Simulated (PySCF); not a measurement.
F5HOSe: core ionisation energies

Species: Se(OH)F5.
Structure used (PBE0-D3(BJ)/def2-SVP), in Å, numbered top down from 1:
```
atom  x, y, z in Å
Se1    0.106   -0.091   -0.248
O2     0.096   -0.101    1.486
H3    -0.583    0.528    1.779
F4     0.122   -0.087   -1.958
F5     1.812   -0.095   -0.258
F6    -1.616   -0.074   -0.310
F7     0.098    1.631   -0.292
F8     0.103   -1.797   -0.283
```

Method used: PySCF 2.14.0, delta-SCF UKS SCAN, pcX-2 on the ionised atom, pcseg-1 elsewhere, spin-free X2C. Each binding energy is the total energy of the core-ionised species, with the hole localised on one atom, minus that of the ground state; both are solved self-consistently, so orbital relaxation is included.

**Question.** What binding energy does each computed site have?

**Answer.** 
```tsv
atom(s)	environment	level	binding energy (eV)	above the level's lowest (eV)	count
O2	oxygen bonded to Se and H	O 1s	540.92	0.00	1
F4	fluorine bonded to Se	F 1s	693.67	0.00	1
F5/F6/F7/F8	fluorine bonded to Se	F 1s	693.71	+0.04	4
```

The 2 F 1s values lie within 0.04 eV of each other; Gaussian lines of 0.5 eV full width would blend them into one maximum.

**Question.** Which photon energy gives electrons from F 1s of F4 a kinetic energy of 200 eV, and what is their de Broglie wavelength?

**Answer.** hν = 693.67 + 200 = 893.67 eV, recoil neglected; λ = 12.264 Å/√(E/eV) = 0.87 Å.

**Question.** Give the binding energy of F 1s of F4 in hartree and in kJ/mol.

**Answer.** 693.67 eV = 25.4919 Eh = 66929 kJ/mol.

One atom of each set of topologically equivalent atoms was ionised and stands for the set; in this conformer not all members are related by symmetry, and their own values weren't computed. No level of selenium is listed. Geometry: PBE0-D3(BJ)/def2-SVP; no solvent, vibrations or thermal averaging.
